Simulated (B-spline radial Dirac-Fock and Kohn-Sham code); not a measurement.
F 2s: cross section and angular parameters

System: neutral fluorine, [He] 2s2 2p5; threshold 34.84 eV (orbital energy of the model). Calculated with a radial finite-basis atomic code, using Dirac-Hartree-Slater photoionisation with a Latter tail; cross sections with all multipoles, angular parameters from the dipole term and its interference with E2.

For linearly polarised light dσ/dΩ = σ/(4π) [1 + β P₂(cos θ) + (δ + γ cos²θ) sin θ cos φ], with θ from the polarisation vector and φ the angle between the beam and the projection of the electron momentum on the plane normal to the polarisation.

| hν (eV) | σ (kb) | β | γ |
| --- | --- | --- | --- |
| 52 | 669 | 2.000 | 0.159 |
| 58.1 | 698 | 2.000 | 0.134 |
| 79 | 655 | 2.000 | 0.050 |
| 80 | 651 | 2.000 | 0.046 |
| 93.3 | 588 | 2.000 | 0.010 |
| 113 | 490 | 2.000 | -0.020 |
| 146 | 354 | 2.000 | -0.033 |
| 200 | 218 | 2.000 | -0.016 |
| 288 | 115 | 2.000 | 0.043 |
| 357 | 75.8 | 2.000 | 0.092 |
| 471 | 42.8 | 2.000 | 0.168 |
| 502 | ? | ? | ? |
| 692 | 18.3 | 2.000 | 0.298 |
| 787 | 13.6 | 2.000 | 0.350 |
| 800 | 13.1 | 2.000 | 0.356 |
| 928 | 9.17 | 2.000 | 0.420 |
| 1090 | 6.19 | 2.000 | 0.494 |
| 1630 | 2.23 | 2.000 | 0.701 |
| 2070 | 1.19 | 2.000 | 0.840 |
| 3250 | 0.345 | 2.000 | 1.149 |
| 5260 | 0.0867 | 2.000 | 1.555 |
| 5414.7 | 0.0796 | 2.000 | 1.582 |
| 6000 | 0.0588 | 2.000 | 1.681 |
| 6830 | 0.0400 | 2.000 | 1.813 |
| 7470 | 0.0306 | 2.000 | 1.908 |
| 9140 | 0.0166 | 2.000 | 2.138 |
| 9251.7 | 0.0160 | 2.000 | 2.152 |
| 12000 | 0.00719 | 2.000 | 2.483 |
| 13800 | 0.00466 | 2.000 | 2.677 |
| 15000 | 0.00359 | 1.999 | 2.799 |

**Question.** Give the values at 502 eV.

**Answer.** σ = 37.3 kb, β = 2.000, γ = 0.187. For an s subshell δ is negligible.
